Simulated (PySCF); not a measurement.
Delta-SCF ions had no search for a lower state. Excitations are Tamm–Dancoff values on a coarser integration grid. The basis has no diffuse functions, so Rydberg states are missing or too high.

**C6H15In, SMILES `C[CH2][In]([CH2]C)[CH2]C` (charge 0, multiplicity 1)**

Computed with CAM-B3LYP-D3(BJ)/def2-TZVP // CAM-B3LYP-D3(BJ)/def2-SVP (PySCF 2.14.0).

```json
{
 "HOMO": "-7.73 eV",
 "dipole_moment": "0.01 D",
 "HOMO–LUMO gap": "7.59 eV",
 "LUMO": "-0.14 eV",
 "S1 excitation (TDA)": "4.31 eV",
 "S1 oscillator strength": "0.000",
 "brightest of the four lowest singlets (TDA)": "5.90 eV",
 "T1 excitation (TDA)": "4.07 eV",
 "S1–T1 gap (TDA)": "0.23 eV",
 "vertical ionisation energy (Delta-SCF)": "8.30 eV",
 "total_energy": "-427.7043 Ha",
 "cost": "about 16 core-minutes (a rough figure)"
}
```

```xyz
22

C      3.0342     0.8813    -0.1452
C      2.1372    -0.3450    -0.3004
In     0.0027    -0.0033     0.0147
C     -0.7225     1.9976     0.5075
C     -2.2374     2.1382     0.6415
C     -1.4083    -1.6617    -0.1597
C     -0.8020    -3.0115    -0.5382
H      4.0983     0.6454    -0.3173
H      2.7651     1.6806    -0.8540
H      2.9626     1.3186     0.8634
H      2.4434    -1.1438     0.3962
H      2.2483    -0.7853    -1.3059
H     -0.2188     2.3005     1.4412
H     -0.3325     2.6841    -0.2628
H     -2.6440     1.4808     1.4264
H     -2.5408     3.1680     0.8968
H     -2.7595     1.8733    -0.2918
H     -1.9437    -1.7308     0.8025
H     -2.1757    -1.3587    -0.8920
H     -1.5634    -3.8072    -0.6073
H     -0.2896    -2.9738    -1.5127
H     -0.0539    -3.3474     0.1973
```
